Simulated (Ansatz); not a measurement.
Name a neutral molecule of Cl, N, Si and H with zero-point energy (PBE0-D4/def2-TZVP) between 101 and 117 kJ/mol and LUMO energy (PBE0/def2-TZVPP) between -0.80 and -0.50 eV (Ansatz, PBE0-D4/def2-TZVP geometry).

`Cl[SiH]1N[SiH2]1` (114.1 kJ/mol, -0.74 eV). Other molecules can fit too; these were computed, each in one conformer that needn't be the lowest.
